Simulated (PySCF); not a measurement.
# Br: excitation energy

Br [Ar] 3d10 4s2 4p5 (2P) → Br [Ar] 3d10 4s1 4p5 4d1 (high-spin determinant), as a difference of total energies. Computed with PySCF 2.14 in aug-cc-pVQZ-PP with one added diffuse shell each of s, p, d, f, g type with ECP10MDF (8s7p6d4f3g, 114 functions), with a scalar-relativistic core potential. Correlated levels: valence: 3s2 3p6 3d10 frozen. The calculations carry no spin-orbit coupling.

```
           method  excitation energy (eV)
              UHF                  23.280
              LDA                  22.637
              PBE                  22.215
             PBE0                  22.720
           r2SCAN                  22.751
          r2SCAN0                  23.062
            B97-3                  22.809
        BHandHLYP                  23.303
    MP2 (valence)                  22.014
SCS-MP2 (valence)                  21.787
```

Question: How much does correlation contribute at MP2 (valence)?

Answer: 22.014 − (23.280) = -1.266 eV, measured against UHF.

The upper state lies above the first ionisation limit, where it may autoionise and the basis confines it.

The promoted electron is Rydberg-like, and one or two diffuse shells describe it only roughly, which tends to raise the upper state.

The determinant of the upper state mixes LS terms, which raises its energy above the lowest term, most at the Hartree-Fock and MP2 levels.
